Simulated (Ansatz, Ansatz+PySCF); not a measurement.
```xyz
2

N     0.0000    0.0000    0.0000
S     0.0000    0.0000    1.4193
```

Basis set: def2-SVP (spherical functions). Left uncorrelated: 6 orbitals. Correlation on ROHF uses semicanonical orbitals with singles. Charge 0, multiplicity 2.

Computed with Ansatz (development build ahead of 0.2.0); each method stands on the lowest determinant of its kind that the runs found.

The atomization energy at this shape (free ground-state atoms in the same class of orbitals less the molecule, no zero-point energy) of doublet NS:

```
      method  atomization energy
ROHF-CCSD(T)        348.1 kJ/mol
    ROHF-MP2        379.1 kJ/mol
     UHF-MP2        327.6 kJ/mol
        ROHF         58.9 kJ/mol
```

Question: What does UHF give?

Answer: 66.0 kJ/mol. Caution: the shape is not the minimum. Caution for UHF-MP2, UHF: the unrestricted determinant is spin contaminated.
